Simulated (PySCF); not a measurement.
**Debugging a PySCF script (RbF)**

```python
from pyscf import gto, dft

mol = gto.M(
    atom='Rb 0 0 0; F 0 0 2.861',
    basis='sbkjc',
    ecp={'Rb': 'sbkjc', 'F': 'sbkjc'},
    charge=0,
    spin=0,
    symmetry=True,
    verbose=3,
)
mf = dft.RKS(mol, xc='m062x')
mf.max_cycle = 1
mf.kernel()
mf.mulliken_pop()
mf.dip_moment()
print('orbital energies (hartree):', mf.mo_energy[..., max(0, mol.nelec[1]-3):mol.nelec[0]+3].round(4))
```

```bash
$ OMP_NUM_THREADS=1 python input.py
```

The log, shortened:

```
SCF not converged.
SCF energy = -23.0922261648102
 ** Mulliken pop  **
pop of  0 Rb 5s           1.17492
pop of  0 Rb 6s           0.49714
pop of  0 Rb 5px         -0.01691
pop of  0 Rb 5py         -0.01691
pop of  0 Rb 5pz         -0.00743
pop of  0 Rb 6px          0.10085
pop of  0 Rb 6py          0.10085
pop of  0 Rb 6pz          0.03597
pop of  1 F 2s            1.37078
pop of  1 F 3s            0.60809
pop of  1 F 2px           1.17896
pop of  1 F 2py           1.17896
pop of  1 F 2pz           0.19980
pop of  1 F 3px           0.73710
pop of  1 F 3py           0.73710
pop of  1 F 3pz           0.12073
 ** Mulliken atomic charges  **
charge of    0Rb =     -0.86849
charge of    1F =      0.86849
Dipole moment(X, Y, Z, Debye):  0.00000,  0.00000, 14.14915
orbital energies (hartree): [-0.0697 -0.0338 -0.0338 -0.0033  0.0139  0.0139]
```

Task: Which setting is at fault, why, and what does a mended input give?

Result: The cycle limit (1): the limit is below the number of cycles that the SCF needs. With this edit
```diff
- mf.max_cycle = 1
```
the run finishes: E(SCF) = -24.359117 Eh, μz(SCF) = -12.96 D.

Stability towards an unrestricted solution was not tested. The bond length is a typed value, not an optimised one.
